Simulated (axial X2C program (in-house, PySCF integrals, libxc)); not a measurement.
Spin–orbit effects down a group: molecules with Br, PBE0

All values come from calculations with an in-house all-electron X2C program for linear molecules (integrals from PySCF), spin-free (one-electron X2C) or two-component (2c: spin–orbit coupling with atomic mean-field Coulomb and Gaunt terms, which also bring small scalar terms), in Dyall basis sets with cores contracted in-house; open shells are unrestricted.

Basis sets: As dyall-cv3z, Bi dyall-cv3z, Br dyall-cv3z, P dyall-v3z, Sb dyall-cv3z.

```
molecule  spin-free state  Re (Å)  ωe (cm⁻¹)  De (eV)  2c state  Re 2c (Å)  ωe 2c (cm⁻¹)  De 2c (eV)
     PBr   M_S = 1, Λ = 0   2.177      440.5     3.00     Ω = 1      2.178         439.5        2.90
    AsBr   M_S = 1, Λ = 0   2.294      314.6     2.84     Ω = 1      2.295         313.5        2.73
    SbBr   M_S = 1, Λ = 0   2.487      261.5     2.82     Ω = 1      2.490         259.5        2.67
    BiBr   M_S = 1, Λ = 0   2.575      228.2     2.73     Ω = 0      2.630         204.1        2.67
```

Each entry is the lowest single determinant of a limited PBE0 search at one distance. De goes to single-determinant-based atoms at the same level (for ions the charge split of lowest energy) and is withheld (n/a) where an atom does not fit its ground term or J level. Main or longest-lived isotopes. One determinant is a doubtful description, or other states lie close, for PBr, AsBr, SbBr, BiBr; these need not be ground states, and all values refer to the states named. Some open-shell Ω = 0 determinants are out of reach, so the Ω given for PBr, AsBr, SbBr need not be the lowest component. With several unpaired electrons the Ω given is that of one determinant, not necessarily of the lowest component. The functionals have no current term, which raises determinants with orbital currents.
